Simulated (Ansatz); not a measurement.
Consider the redistribution: `N#C[SiH2]N[SiH3]` + `P[SiH2]Cl` → `N#C[SiH2]P` + `[SiH3]N[SiH2]Cl`.

Computed with Ansatz on PBE0-D4/def2-TZVP structures; ΔE is electronic, products minus reactants. CBS: MP2 limit from def2 TZ/QZ plus the TZ coupled-cluster correction, frozen cores. Functionals use def2-TZVPP. HSE06 is defined as in plane-wave codes. One conformer a species, not always the lowest.

`N#C[SiH2]N[SiH3]`:

```xyz
11

N    -1.113    3.225    0.198
C    -0.501    2.341   -0.215
Si    0.460    0.889   -0.876
N    -0.274   -0.599   -0.473
Si   -0.023   -1.558    0.952
H     0.496    1.088   -2.342
H     1.797    0.978   -0.256
H    -1.039   -0.883   -1.070
H    -1.193   -1.515    1.867
H     1.165   -0.989    1.633
H     0.225   -2.976    0.582
```

`P[SiH2]Cl`:

Z-matrix (Å, degrees):
```
Si
Cl 1 2.058
P 1 2.245 2 108.1
H 1 1.483 2 107.2 3 -123.8
H 1 1.483 2 108.3 3 117.9
H 3 1.424 1 91.7 2 -171.4
H 3 1.421 1 93.0 2 -77.9
```

`N#C[SiH2]P`:

```xyz
8

N    -2.149   -1.452   -1.379
C    -1.155   -0.975   -1.042
Si    0.414   -0.185   -0.463
P     0.127    0.312    1.710
H     0.655    0.970   -1.358
H     1.488   -1.192   -0.616
H    -0.697    1.431    1.415
H     1.318    1.090    1.733
```

`[SiH3]N[SiH2]Cl`:

Z-matrix (Å, degrees):
```
Si
N 1 1.734
H 1 1.484 2 106.6
H 1 1.487 2 112.3 3 120.0
H 1 1.487 2 110.5 3 -119.6
Si 2 1.708 1 127.5 3 -13.2
H 2 1.011 1 116.1 3 179.3
Cl 6 2.065 2 113.2 1 -84.2
H 6 1.479 2 109.4 1 157.8
H 6 1.477 2 108.8 1 33.9
```

```csv
level,ΔE (kJ/mol),difference from CCSD(T)/CBS
LDA (SPW92),-11.3,-3.1
BLYP-D4,-9.9,-1.7
HSE06-D4,-9.3,-1.1
CAM-B3LYP-D4,-8.6,-0.4
ωB97X-V,-8.1,0.1
PBE,-10.0,-1.8
BLYP,-9.2,-1.0
r2SCANh,-9.3,-1.1
BHLYP,-7.4,0.8
LC-ωPBE,-8.0,0.2
RPA@PBE/def2-TZVPP,-8.2,0.0
MP2/def2-TZVPP,-9.3,-1.1
CCSD(T)/def2-TZVPP,-9.0,-0.8
HF/def2-QZVPP,-5.4,2.8
MP2/def2-QZVPP,-8.8,-0.6
HF/CBS(def2),-5.3,2.9
CCSD(T)/CBS,-8.2,0
```

Largest T1 diagnostic among the species: 0.014.

In def2-TZVPP, CCSD(T) changes the Hartree–Fock value by −3.5 kJ/mol (the triples alone add −0.7 kJ/mol) and MP2 by −3.8 kJ/mol. Leaving LDA and LC-ωPBE aside and taking each functional with its dispersion term where it has one, the values, not all of them listed here, spread over 2.6 kJ/mol, from revPBE-D4 to BHLYP-D4. At CCSD(T), def2-SVP lies −3.3 kJ/mol from the extrapolated value and def2-TZVPP −0.8 kJ/mol.
